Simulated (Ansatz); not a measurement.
`B[SiH](O)C=O` + CH₄ → `C[SiH](O)C=O` + BH₃  (formal exchange of groups at the Si–B bond)

Program: Ansatz. Geometries: PBE0-D4/def2-TZVP. ΔE: electronic, gas phase. CCSD(T)/CBS adds triple-zeta CCSD(T) − MP2 to the extrapolated MP2 energy (def2 sets, frozen cores). This one scheme is used for every species. Functionals use def2-TZVPP. B3LYP here is the variant with VWN-RPA as its local correlation; programs differ in this. Each species was taken in one conformer, which may not be the lowest.

(1) Is it downhill or uphill in electronic energy at CCSD(T)/CBS, and by how much? (An estimate is asked.)

(2) What do these levels give: PBE-D4, PBE0-D4, B3LYP-D4, SCS-MP2/def2-TZVPP, CCSD(T)/def2-TZVPP, HF/def2-QZVPP? (Best estimate.)

Largest T1 diagnostic among the species: 0.016.

Answers

(1) Ansatz gave: Downhill: ΔE = -19.6 kJ/mol.

(2) Ansatz gave: PBE-D4 -1.2, PBE0-D4 -10.5, B3LYP-D4 -14.2, SCS-MP2/def2-TZVPP -26.3, CCSD(T)/def2-TZVPP -19.7, HF/def2-QZVPP -26.6 kJ/mol.

From PBE to PBE0 (25 % exact exchange), in def2-TZVPP and without D4, ΔE moves by −9.5 kJ/mol.
